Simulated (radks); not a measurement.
These are the eigenvalues of the occupied orbitals of an atom or ion with whole-number occupations (hartree). Calculated with a radial shooting solver on a logarithmic mesh with Libxc functionals: scalar-relativistic Kohn-Sham, PBE, spin-polarised, spherical densities, finite nucleus; Fermi nuclear charge, rms radius of each element as measured or else 0.836 A^(1/3) + 0.57 fm.

| orbital | eigenvalue |
|---|---|
| 1s up | -120.9153 |
| 2s up | -20.86033 |
| 2s down | -20.33335 |
| 2p up | -19.17779 |
| 2p down | -18.57083 |

Which element is it, and in what charge state? The configuration may be excited. Open shells, if any, are filled with parallel spins first.

Answer. Z = 17, chlorine, charge +10: Cl10+ in 1s1 2s2 2p4. The list shows which subshells hold electrons but not how many an open one holds; the 1s level, -120.92 hartree, gives Z - s = 15.6 by -(Z - s)^2/2, which with screening and relativity narrows Z to a few neighbours, and the depths of the outer levels then fix element, charge and occupations together.
